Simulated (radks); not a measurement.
The numbers below are computed, except where a source is named.
Valence configurations of Br+ (all share [Ar]). Level of theory: Dirac Kohn-Sham, PBE, spin-unpolarised, spherical densities, finite nucleus; open shells fill j = l - 1/2 first; Fermi nuclear charge, rms radius 4.1629 fm (a radial shooting solver on a logarithmic mesh with Libxc functionals). Energies are relative to 3d10 4s2 4p4; eigenvalues in eV.

valence          E (eV)  e(3d3/2)  e(3d5/2)  e(4p1/2)  e(4p3/2)  e(4s1/2)
3d10 4s2 4p4      0.000   -78.426   -77.340   -17.802   -17.233   -30.324
3d9 4s2 4p5      65.572   -91.335   -90.192   -19.728   -19.070   -33.081
3d8 4s2 4p6      142.41   -104.71   -103.51   -21.626   -20.878   -35.752
3d9 4s1 4p6      79.659   -92.852   -91.707   -20.379   -19.704   -33.865
3d8.5 4s2 4p5.5  102.55   -97.965   -96.793   -20.680   -19.977   -34.427
3d10 4p6         26.521   -81.611   -80.522   -19.163   -18.559         -
3d8.5 4s1.5 4p6  109.79   -98.706   -97.532   -20.998   -20.287   -34.808
3d10 4s1 4p5     13.177   -80.045   -78.957   -18.498   -17.912   -31.174
3d9.5 4s2 4p4.5  31.409   -84.821   -83.707   -18.769   -18.156   -31.714

NIST lists [Ar] 3d10 4s2 4p4 as the ground configuration; this level of theory agrees among the configurations tried. The energies are those of spherical spin-averaged densities, not of single terms.
